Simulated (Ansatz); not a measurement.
Consider the ligand exchange at a Ge–O bond: `O[SiH](O)[O][GeH3]` + `CN[SiH3]` → `C[N]([SiH3])[GeH3]` + `O[SiH](O)O`.

Computed with Ansatz on PBE0-D4/def2-TZVP structures; ΔE is electronic, products minus reactants. CCSD(T)/CBS adds triple-zeta CCSD(T) − MP2 to the extrapolated MP2 energy (def2 sets, frozen cores). DFT in def2-TZVPP. B3LYP here is the variant with VWN-RPA as its local correlation; programs differ in this. For Ge outer-core shells are correlated without core-valence functions, which leaves a few kJ/mol of doubt a bond. Scalar relativity is left out up to krypton. Each species was taken in one conformer, which may not be the lowest.

Q: Is it downhill or uphill in electronic energy at CCSD(T)/CBS, and by how much? (Best estimate.)

A: Ansatz gave: Uphill: ΔE = +0.26 eV.

Q: What do these levels give: r2SCAN-D4, B3LYP-D4, B2PLYP, PBE, PBE0, B3LYP, SCS-MP2/def2-TZVPP, CCSD/def2-TZVPP, CCSD(T)/def2-TZVPP, MP2/def2-QZVPP, SCS-MP2/def2-QZVPP, MP2/CBS(def2)? (Best estimate.)

A: Computed: r2SCAN-D4 0.31, B3LYP-D4 0.33, B2PLYP 0.34, PBE 0.30, PBE0 0.31, B3LYP 0.39, SCS-MP2/def2-TZVPP 0.30, CCSD/def2-TZVPP 0.30, CCSD(T)/def2-TZVPP 0.27, MP2/def2-QZVPP 0.24, SCS-MP2/def2-QZVPP 0.30, MP2/CBS(def2) 0.23 eV.

Largest T1 diagnostic among the species: 0.012.

In def2-TZVPP, CCSD(T) changes the Hartree–Fock value by −0.21 eV (the triples alone add −0.03 eV) and MP2 by −0.24 eV. The D4 term adds −0.06 eV with B3LYP and −0.03 eV with PBE0; it sums over pairs of atoms, weighted by their polarisabilities, and B3LYP, whose exchange is more repulsive, gets the larger term.
